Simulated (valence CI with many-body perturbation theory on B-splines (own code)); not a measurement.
# Sn²⁶⁺: key properties

Level of theory: valence CI with perturbative core correlation (CI+MBPT): six valence electrons over a frozen Dirac-Fock core [Ar], radial functions for each j: 7 s, 7 p, 8 d, 6 f, 4 g, 1 h, with the one-electron correlation potential Σ1, the two-electron term Σ2, the three-electron term Σ3, Breit, model QED; selected CI, second order for the rest, scaled by the run's own slope (own B-spline code, finite nucleus).

The last digits are not significant, and no measured levels were compared; by estimate large intervals hold to a few tenths of a per cent, small ones and those within an open d or f shell to about a per cent. Core correlation moves these levels by up to 10000 cm⁻¹, and in measured spectra 5 to 20 % of such shifts remained as error; rates that hang on mixing are uncertain with them. Among the levels kept, up to 960 cm⁻¹ of a level comes from second order outside the variational space, and about a tenth of that is noise between levels of different J, which matters for small intervals. Only levels of the ground parity were solved; by the run's estimate the other parity begins above the list, which can be wrong where configurations are misplaced.

Levels are named by their leading jj configuration (3d3/2^4 stands for four electrons in 3d with j = 3/2), which in mixed levels can hold well under half, so a name can repeat and another be missing.

Rates and lifetimes use the calculated energies. Strong lines usually hold to 10 to 20 %, long lifetimes can be off by a factor of two.

Task: What is the ground level?

Result: (3d3/2^4 3d5/2^2) J=4, composition 73 % 3d6 5D + 22 % 3d6 3F + 3 % 3d6 1G, g = 1.414.

Task: Name the longest-lived excited levels whose lifetime is computed, and their main decay.

Result: (3d3/2^3 3d5/2^3) J=6 at 115590 cm⁻¹ lives 691 s, mostly by E2 to (3d3/2^4 3d5/2^2) J=4; (3d3/2^4 3d5/2^2) J=2 at 32970 cm⁻¹ lives 353 s, mostly by E2 to (3d3/2^4 3d5/2^2) J=4; (3d3/2^4 3d5/2^2) J=0 at 65258 cm⁻¹ lives 127 s, mostly by E2 to (3d3/2^4 3d5/2^2) J=2.

Task: What is the ionisation energy?

Result: 1421.6 eV; NIST lists 1421 ± 4 eV (theoretical).

Task: How well does LS coupling describe the low levels?

Result: Among the lowest 20 levels the leading LS term, summed over configurations, holds 60 % on average. For single configurations the figures are 60 % in LS and 72 % in jj coupling. Terms mix most in the J = 4 level at 89765 cm⁻¹, where the leading one holds 25 %.
